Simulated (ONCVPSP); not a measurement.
Transferability test, ONCV potential for gold (Au)

Au, optimised norm-conserving Vanderbilt (ONCV), made with ONCVPSP 4.0.1 (LDA (Perdew-Wang 92), scalar-relativistic). Core [Kr] 4d10 4f14, reference 5s2 5p6 5d9.5 (charge +1.5). Waves: 5s: rc 1.55 bohr, ncon 3, nbas 6, qcut 8.9 1/bohr, 2 projectors, debl 1.7 Ha; 5p: rc 1.35 bohr, ncon 3, nbas 6, qcut 12.3 1/bohr, 3 projectors, debl 2.8 Ha; 5d: rc 1.90 bohr, ncon 4, nbas 8, qcut 8.7 1/bohr, 2 projectors, debl 3.5 Ha. Local part: polynomial inside 1.30 bohr (lpopt 5, dvloc0 4 Ha). Core correction: Teter function, fcfact 2, rcfact 1.1.

In the s channel the program set the typed energies aside and used -4.546, 0.050 Ha.

Energies are relative to the spin-unpolarised reference configuration 5s2 5p6 5d9.5; without spin polarisation the order of configurations can differ from experiment.

```
valence configuration  charge  ΔE all-electron (eV)  error AE − PS (meV)
     5s2 5p6 5d10 6s1       0               -19.017                 +5.4
          5s2 5p6 5d9      +2                12.253                 -2.3
     5s2 5p5 5d10 6s1      +1                47.384                  -72
```

Question: What are ΔE and the potential's error for 5s2 5p6 5d10?

Answer: ΔE = -9.249 eV all-electron; the error (AE − PS) is +1.1 meV.

Levels in the configuration 5s2 5p5 5d10 6s1:

```tsv
level	all-electron (eV)	pseudo (eV)
5s	-122.451	-122.530
5p	-73.268	-73.274
5d	-18.821	-18.823
6s	-14.902	-14.907
```
